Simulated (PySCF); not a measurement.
# Rb₂, PBE0: how much the basis matters

PySCF, UKS reference; singlet, unpaired electrons none; De to Rb + Rb without counterpoise correction.

```csv
basis,relativity,functions,Re (Å),ωe (cm⁻¹),De (eV)
def2-SVP,scalar-relativistic core potentials,48,4.304,56.0,0.45
def2-SVPD,scalar-relativistic core potentials,54,4.304,56.0,0.45
def2-TZVPP,scalar-relativistic core potentials,80,4.299,57.0,0.45
x2c-TZVPall,spin-free X2C,126,4.286,57.2,0.47
```

(1) How does each smaller set differ from the one with most functions, x2c-TZVPall?

Closed-shell solutions of metal pairs were not tested for spin polarisation, which can lower them a little.

Answers

(1) def2-SVP: +1.8 pm, -2.1 % in ωe, -0.02 eV in De; def2-SVPD: +1.8 pm, -2.1 % in ωe, -0.02 eV in De; def2-TZVPP: +1.3 pm, -0.3 % in ωe, -0.02 eV in De. All at PBE0; the set with most functions is neither the basis-set limit nor always the best. The rows treat relativity differently, so the differences are not basis effects alone.
